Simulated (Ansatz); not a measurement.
Ansatz (an electronic-structure program) input:

Ansatz 0.2 input:
```yaml
crystal:
  periodic: [false, false, false]
  atoms:
    - {symbol: C, position_ang: [-1.33120532, 1.38146233, 0.33011230]}
    - {symbol: Si, position_ang: [-0.39306006, 0.10535135, -0.83581282]}
    - {symbol: C, position_ang: [-1.17647556, -1.54691108, -0.11176436]}
    - {symbol: Si, position_ang: [1.61589996, 0.01703455, 0.45294153]}
    - {symbol: H, position_ang: [-1.34494598, 1.09027869, 1.38796559]}
    - {symbol: H, position_ang: [-2.37278875, 1.47591874, 0.00029420]}
    - {symbol: H, position_ang: [-0.88423329, 2.37876645, 0.26108577]}
    - {symbol: H, position_ang: [-1.20369755, -1.58295065, 0.98458888]}
    - {symbol: H, position_ang: [-0.63024577, -2.42813212, -0.46425078]}
    - {symbol: H, position_ang: [-2.20778321, -1.64693133, -0.47092800]}
    - {symbol: H, position_ang: [1.52553261, -0.21357886, 1.94960277]}
    - {symbol: H, position_ang: [2.58353166, -1.05694845, 0.02585183]}
    - {symbol: H, position_ang: [2.46095693, 1.26286743, 0.37590025]}
basis:
  gaussian:
    orbitals: def2-TZVPD
hamiltonian:
  xc: {name: B97M-V}
total_charge: -1
output: {forces: true}
```

Question: Predict the final energy.

Answer: -660.53015 Eh (B97M-V/def2-TZVPD). The basis has 241 functions.

It need not be the lowest isomer of its formula. Whether it binds its extra electron was not tested at this geometry.
